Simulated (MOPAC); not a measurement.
MOPAC input (MNDO):

```
MNDO PRECISE GNORM=0.05 LET XYZ CHARGE=-1 GEO-OK AUX(PRECISION=9) THREADS=1
H3GeSi

Si   -1.39887300 1   -0.16414800 1    0.47656900 1
Ge    0.71829400 1    0.06818900 1   -0.28933900 1
H    -2.04104600 1    0.15862200 1    1.79913000 1
H    -2.52328300 1   -0.73141700 1   -0.34729800 1
H     1.16315400 1    0.68882100 1    1.13506000 1
```

From the output:

```
                                                       MOPAC v23.2.5 Linux

          FINAL HEAT OF FORMATION =         81.49816 KCAL/MOL =     340.98830 KJ/MOL

          COSMO AREA              =        111.18 SQUARE ANGSTROMS
          COSMO VOLUME            =        103.10 CUBIC ANGSTROMS

          GRADIENT NORM           =          0.03297          =       0.01475 PER ATOM
          IONIZATION POTENTIAL    =          1.089651 EV
          HOMO LUMO ENERGIES (EV) =         -1.090  5.270
          NO. OF FILLED LEVELS    =          6
          MOLECULAR WEIGHT        =        103.6992         POINT GROUP:  Cs

          MOLECULAR DIMENSIONS (Angstroms)

            Atom       Atom       Distance
            H     5    H     4     4.17544
            H     3   Ge     2     2.69018
           Ge     2    H     4     0.00000

          SCF CALCULATIONS        =         14

   ATOM   CHEMICAL          X               Y               Z
  NUMBER   SYMBOL      (ANGSTROMS)     (ANGSTROMS)     (ANGSTROMS)

     1      Si         -1.36029798  *  -0.17511425  *   0.42047363  *
     2      Ge          0.63168963  *   0.07163685  *  -0.22210067  *
     3       H         -1.80482364  *   0.17486341  *   1.68683221  *
     4       H         -2.39189192  *  -0.69919221  *  -0.34546181  *
     5       H          1.32688189  *   0.66898285  *   0.97101638  *

                             CARTESIAN COORDINATES

   1   Si       -1.360297981    -0.175114251     0.420473633
   2   Ge        0.631689627     0.071636845    -0.222100668
   3    H       -1.804823640     0.174863415     1.686832210
   4    H       -2.391891916    -0.699192214    -0.345461808
   5    H        1.326881887     0.668982854     0.971016382

           Empirical Formula: H3 Si Ge  =     5 atoms

      MOLECULAR POINT GROUP   :   Cs

                  EIGENVALUES
 -13.62984  -7.61754  -5.72669  -4.41875  -1.82777  -1.08965   5.27044   7.26884
   7.91979   8.20100  10.13692

              NET ATOMIC CHARGES AND DIPOLE CONTRIBUTIONS

  ATOM NO.   TYPE          CHARGE      No. of ELECS.   s-Pop       p-Pop
    1         Si          -0.894411        4.8944     1.18134     3.71307
    2         Ge           0.639994        3.3600     1.46581     1.89419
    3          H          -0.126997        1.1270     1.12700
    4          H          -0.125751        1.1258     1.12575
    5          H          -0.492835        1.4928     1.49284
 DIPOLE           X         Y         Z       TOTAL
 POINT-CHG.     7.411    -0.276    -5.700     9.353
 HYBRID        -3.410     0.665     4.113     5.384
 SUM            4.001     0.389    -1.587     4.322

          ATOMIC ORBITAL ELECTRON POPULATIONS

     Atom    s        px        py        pz
    1 Si   1.18134   1.15235   1.61214   0.94858
    2 Ge   1.46581   0.68661   0.30106   0.90653
    3  H   1.12700
    4  H   1.12575
    5  H   1.49284

 **********************
 *                    *
 * JOB ENDED NORMALLY *
 *                    *
 **********************

 == MOPAC DONE ==
```

The dipole moment of an ion depends on the origin.

The geometry given is a B3LYP-D3(BJ)/def2-TZVP minimum.
